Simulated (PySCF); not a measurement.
# Reading the logs of faulty runs: AlBClH2O cation

Calculated results; nothing here was measured. The program is PySCF 2.14.0, an open-source quantum chemistry code, run on an isolated molecule that a program drew, which may never have been made. The molecule is AlBClH2O cation (charge +1, singlet), drawn as the SMILES string `O[BH][Al+][Cl]`.

Each row is a Hartree-Fock (HF) and frozen-core CCSD(T) single point in the cc-pV(D+d)Z basis, meant for a local HF minimum. Run 1 is clean. Each other run has one planted mistake out of seven kinds, and not every kind appears here: one electron removed, one electron added, multiplicity raised by two, geometry at a saddle point, minimal basis STO-3G, one bond length entered in bohr, all coordinates scaled. The reference is restricted for singlets and unrestricted otherwise, and also for a bond in bohr. Adding or removing an electron swaps singlet and doublet. Electrons count all cores. HOMO and LUMO are orbital energies over both spins, the gradient is its largest component, and the lowest frequency (negative if imaginary) is given only where the gradient is small. Bond lengths are over the 5 bonds as drawn. T1 is the CCSD diagnostic: over 0.02 (restricted) or 0.045 (unrestricted) a single reference is doubtful.

Geometry of the clean run:
```xyz
6
AlBClH2O cation, angstrom
O     2.2150   -1.1385    0.8183
B     0.9858   -0.7181    0.9474
Al   -0.8301   -2.0224    0.6486
Cl   -2.5487   -3.0772    0.4106
H     2.4439   -2.0276    0.5882
H     0.6853    0.3941    1.2356
```

```
run  electrons  basis functions  <S^2>  HOMO (eV)  LUMO (eV)  gradient (hartree/bohr)  lowest frequency (cm^-1)  mean bond (Å)  longest bond (Å)      T1  HF (hartree)  CCSD(T) (hartree)                          mistake
  1         44               84  0.000     -16.33      -4.78                  1.7e-05                        87         1.5451             2.256  0.0175    -801.97992         -802.47135                         no fault
  2         44               30  0.000     -14.69      -0.33                  5.3e-02                         -         1.5451             2.256  0.0213    -792.90979         -793.05854             minimal basis STO-3G
  3         44               84  0.000     -12.74      -6.03                  8.8e-02                         -         1.9465             4.263  0.0201    -801.90726         -802.39739  one bond length entered in bohr
  4         44               84  0.000     -16.29      -4.86                  3.7e-02                         -         1.6039             2.341  0.0191    -801.97203         -802.46805           all coordinates scaled
  5         44               84  2.008     -12.60      -7.69                  3.4e-02                         -         1.5451             2.256  0.0249    -801.84944         -802.32941                                ?
  6         43               84  0.774     -23.36     -14.59                  1.0e-01                         -         1.5451             2.256  0.0255    -801.41316         -801.89369                                ?
```

**Which mistake was planted in run 5, and what did it cost?**

Electrons, basis and geometry are unchanged, and <S^2> is 2.008, beside S(S+1) = 2.00 for a multiplicity of 3. So the mistake is: multiplicity raised by two. Subtracting run 1 and multiplying by 627.51 kcal/mol a hartree, the energy moved by 81.9 kcal/mol in HF and 89.1 kcal/mol in CCSD(T).

**Which mistake was planted in run 6, and what did it cost?**

It counts 43 electrons, one fewer than the clean run, at the same geometry and basis. So the mistake is: one electron removed. Subtracting run 1 and multiplying by 627.51 kcal/mol a hartree, the energy moved by 355.6 kcal/mol in HF and 362.5 kcal/mol in CCSD(T).

Cautions from the logs. Run 2: T1 is over the limit, so its CCSD(T) energy is less reliable.
